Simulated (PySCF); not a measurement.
C₆H₁₇SSi₂, doublet, at a GFN2-xTB geometry; DF-SCAN/def2-SV(P) in PySCF.

The PySCF input:
```python
from pyscf import gto, scf, dft

mol = gto.M(
    atom='''
C    -2.986651   -0.896041   -0.835426
Si   -1.851069   -0.013250    0.308032
C    -2.506991    1.635213    0.994670
C    -1.284760   -1.154137    1.719586
S    -0.188107    0.587350   -1.035214
Si    1.741789   -0.046743   -0.263485
C     2.127276    0.861854    1.368499
C     2.959295    0.496949   -1.618817
C     1.820452   -1.937052   -0.032336
H    -3.516062   -0.381007   -1.617494
H    -3.031125   -1.969553   -0.895449
H    -2.770784    2.304276    0.181933
H    -3.392723    1.482012    1.603247
H    -1.763537    2.140462    1.605513
H    -0.466845   -0.732376    2.294538
H    -0.964724   -2.118082    1.339167
H    -2.110203   -1.328911    2.401962
H     1.444312    0.582153    2.165012
H     3.134310    0.637684    1.707001
H     2.053785    1.937677    1.238232
H     2.762537   -0.023008   -2.551084
H     2.874903    1.560847   -1.816247
H     3.985181    0.289844   -1.329828
H     1.273781   -2.451784   -0.816835
H     2.849762   -2.280589   -0.067687
H     1.405339   -2.248054    0.920728
''',
    basis='def2-sv(p)',
    charge=0,
    spin=1,
    verbose=4,
)

mf = dft.UKS(mol)
mf.xc = 'scan'
mf.grids.radi_method = dft.radi.delley
mf = mf.density_fit(auxbasis='def2-universal-jkfit')
mf.kernel()
mf.analyze()
```

**Question.** Write the output that PySCF gives for this input, abridged.

**Answer.** 
```
PySCF version 2.14.0

[INPUT] verbose = 4
[INPUT] num. atoms = 26
[INPUT] num. electrons = 97
[INPUT] charge = 0
[INPUT] spin (= nelec alpha-beta = 2S) = 1
[INPUT] symmetry False subgroup None
[INPUT] Mole.unit = angstrom
[INPUT] Symbol           X                Y                Z      unit          X                Y                Z       unit  Magmom
[...]
nuclear repulsion = 745.835588953249
number of shells = 94
number of NR pGTOs = 320
number of NR cGTOs = 172
basis = def2-sv(p)
ecp = {}

******** <class 'pyscf.df.df_jk.DFUKS'> ********
method = DFUKS
initial guess = minao
damping factor = 0
level_shift factor = 0
DIIS = <class 'pyscf.scf.diis.CDIIS'>
diis_start_cycle = 1
diis_space = 8
diis_damp = 0
SCF conv_tol = 1e-09
SCF conv_tol_grad = None
SCF max_cycles = 50
direct_scf = False
number electrons alpha = 49  beta = 48
XC library pyscf.dft.libxc version 7.1.2
    S. Lehtola, C. Steigemann, M. J. T. Oliveira, and M. A. L. Marques,  SoftwareX 7, 1–5 (2018)
XC functionals = scan
    J. Sun, A. Ruzsinszky, and J. P. Perdew,  Phys. Rev. Lett. 115, 036402 (2015)
    J. Sun, A. Ruzsinszky, and J. P. Perdew,  Phys. Rev. Lett. 115, 036402 (2015)
radial grids: B. Delley radial grids. Ref. JCP 104, 9848 (1996); DOI:10.1063/1.471749. log2 algorithm
becke partition: Becke, JCP 88, 2547 (1988); DOI:10.1063/1.454033
pruning grids: <function nwchem_prune>
grids dens level: 3
symmetrized grids: False
atomic radii adjust function: <function treutler_atomic_radii_adjust>
small_rho_cutoff = 0
Set gradient conv threshold to 3.16228e-05
tot grids = 331584
init E= -1215.45379465074

cycle= 1 E= -1215.34263020876  delta_E= 0.111  |g|= 0.579  |ddm|= 3.46
cycle= 2 E= -1215.25473794298  delta_E= 0.0879  |g|= 0.702  |ddm|= 1.37
cycle= 3 E= -1215.52662228563  delta_E= -0.272  |g|= 0.0442  |ddm|= 0.751
cycle= 4 E= -1215.52735410307  delta_E= -0.000732  |g|= 0.0299  |ddm|= 0.119
cycle= 5 E= -1215.52793615025  delta_E= -0.000582  |g|= 0.00496  |ddm|= 0.0574
cycle= 6 E= -1215.52795074513  delta_E= -1.46e-05  |g|= 0.00253  |ddm|= 0.0124
cycle= 7 E= -1215.52795516541  delta_E= -4.42e-06  |g|= 0.000846  |ddm|= 0.00474
cycle= 8 E= -1215.52795560115  delta_E= -4.36e-07  |g|= 0.000359  |ddm|= 0.00138
cycle= 9 E= -1215.52795569707  delta_E= -9.59e-08  |g|= 0.000142  |ddm|= 0.000747
cycle= 10 E= -1215.52795571134  delta_E= -1.43e-08  |g|= 5.08e-05  |ddm|= 0.00032
cycle= 11 E= -1215.52795571249  delta_E= -1.15e-09  |g|= 3.27e-05  |ddm|= 0.000119
cycle= 12 E= -1215.52795571315  delta_E= -6.58e-10  |g|= 7.92e-06  |ddm|= 5.28e-05
Extra cycle  E= -1215.52795571312  delta_E= 2.93e-11  |g|= 1.05e-05  |ddm|= 2.18e-05
converged SCF energy = -1215.52795571312  <S^2> = 0.75544398  2S+1 = 2.0054366
**** SCF Summaries ****
Total Energy =                       -1215.527955713117308
Nuclear Repulsion Energy =             745.835588953249271
One-electron Energy =                -3156.818233799410791
Two-electron Energy =                 1195.454689133044212
Two-electron Coulomb Energy =         1301.881040590885050
DFT Exchange-Correlation Energy =     -106.426351457840738
**** MO energy ****
                             alpha | beta                alpha | beta
[...]
To work with the spin densities directly, `use mulliken_meta_spin()` only printing them here.

 ** Mulliken spin pop alpha/beta on meta-lowdin orthogonal AOs **
 ** Mulliken Spin Density (per AO)  **
spin_pop of  0 C 1s       -0.00002
spin_pop of  0 C 2s        0.05116
spin_pop of  0 C 3s       -0.00068
spin_pop of  0 C 2px       0.56798
spin_pop of  0 C 2py       0.01695
spin_pop of  0 C 2pz       0.33563
spin_pop of  0 C 3px       0.00486
spin_pop of  0 C 3py      -0.00025
spin_pop of  0 C 3pz       0.00254
spin_pop of  0 C 3dxy      0.00007
spin_pop of  0 C 3dyz      0.00013
spin_pop of  0 C 3dz^2     0.00006
spin_pop of  0 C 3dxz     -0.00140
spin_pop of  0 C 3dx2-y2   -0.00046
spin_pop of  1 Si 1s        0.00000
spin_pop of  1 Si 2s        0.00000
spin_pop of  1 Si 3s       -0.00682
[...]
spin_pop of  9 H 2s       -0.00007
spin_pop of  10 H 1s       -0.02578
spin_pop of  10 H 2s       -0.00007
spin_pop of  11 H 1s       -0.00036
spin_pop of  11 H 2s       -0.00001
spin_pop of  12 H 1s       -0.00010
spin_pop of  12 H 2s        0.00006
spin_pop of  13 H 1s        0.00078
spin_pop of  13 H 2s       -0.00002
spin_pop of  14 H 1s       -0.00039
spin_pop of  14 H 2s       -0.00002
spin_pop of  15 H 1s       -0.00016
spin_pop of  15 H 2s       -0.00001
spin_pop of  16 H 1s       -0.00022
spin_pop of  16 H 2s        0.00003
spin_pop of  17 H 1s       -0.00010
spin_pop of  17 H 2s       -0.00000
spin_pop of  18 H 1s        0.00034
spin_pop of  18 H 2s        0.00000
spin_pop of  19 H 1s       -0.00001
spin_pop of  19 H 2s        0.00001
spin_pop of  20 H 1s       -0.00016
spin_pop of  20 H 2s        0.00000
spin_pop of  21 H 1s       -0.00005
spin_pop of  21 H 2s        0.00003
spin_pop of  22 H 1s        0.00080
spin_pop of  22 H 2s        0.00000
spin_pop of  23 H 1s       -0.00001
spin_pop of  23 H 2s       -0.00003
spin_pop of  24 H 1s       -0.00014
spin_pop of  24 H 2s        0.00001
spin_pop of  25 H 1s       -0.00000
spin_pop of  25 H 2s        0.00000
 ** Mulliken Spin Density (per atom)  **
spin density of  0 C =      0.97659
spin density of  1 Si =     -0.01466
spin density of  2 C =      0.00811
spin density of  3 C =      0.00116
spin density of  4 S =      0.07141
spin density of  5 Si =      0.00351
spin density of  6 C =      0.00121
spin density of  7 C =      0.00303
spin density of  8 C =      0.00089
spin density of  9 H =     -0.02566
spin density of  10 H =     -0.02585
spin density of  11 H =     -0.00038
spin density of  12 H =     -0.00004
spin density of  13 H =      0.00076
spin density of  14 H =     -0.00041
spin density of  15 H =     -0.00017
spin density of  16 H =     -0.00019
spin density of  17 H =     -0.00010
spin density of  18 H =      0.00034
spin density of  19 H =      0.00000
spin density of  20 H =     -0.00016
spin density of  21 H =     -0.00002
spin density of  22 H =      0.00080
spin density of  23 H =     -0.00004
spin density of  24 H =     -0.00013
spin density of  25 H =     -0.00000
 ** Mulliken pop alpha/beta on meta-lowdin orthogonal AOs **
 ** Mulliken pop       alpha | beta **
In total            49.00000 | 48.00000
 ** Mulliken atomic charges   ( Nelec_alpha | Nelec_beta ) **
charge of  0C =     -0.43338  (     3.70499      2.72840 )
charge of  1Si =      0.83924  (     6.57305      6.58771 )
charge of  2C =     -0.52294  (     3.26553      3.25742 )
charge of  3C =     -0.52484  (     3.26300      3.26184 )
charge of  4S =     -0.47342  (     8.27241      8.20101 )
charge of  5Si =      0.84346  (     6.58002      6.57651 )
charge of  6C =     -0.52622  (     3.26371      3.26251 )
charge of  7C =     -0.52073  (     3.26188      3.25885 )
charge of  8C =     -0.52873  (     3.26481      3.26392 )
charge of  9H =      0.11486  (     0.42974      0.45540 )
charge of  10H =      0.11390  (     0.43013      0.45598 )
charge of  11H =      0.11237  (     0.44363      0.44400 )
charge of  12H =      0.10395  (     0.44800      0.44805 )
charge of  13H =      0.11101  (     0.44487      0.44411 )
charge of  14H =      0.10636  (     0.44661      0.44702 )
charge of  15H =      0.10901  (     0.44541      0.44558 )
charge of  16H =      0.11091  (     0.44445      0.44464 )
charge of  17H =      0.10184  (     0.44903      0.44913 )
charge of  18H =      0.10471  (     0.44781      0.44748 )
charge of  19H =      0.11048  (     0.44476      0.44476 )
charge of  20H =      0.11071  (     0.44457      0.44472 )
charge of  21H =      0.11097  (     0.44451      0.44453 )
charge of  22H =      0.10403  (     0.44839      0.44759 )
charge of  23H =      0.11144  (     0.44426      0.44430 )
charge of  24H =      0.10646  (     0.44671      0.44683 )
charge of  25H =      0.10454  (     0.44773      0.44773 )
Dipole moment(X, Y, Z, Debye):  0.13587, -0.94507,  1.53500
```
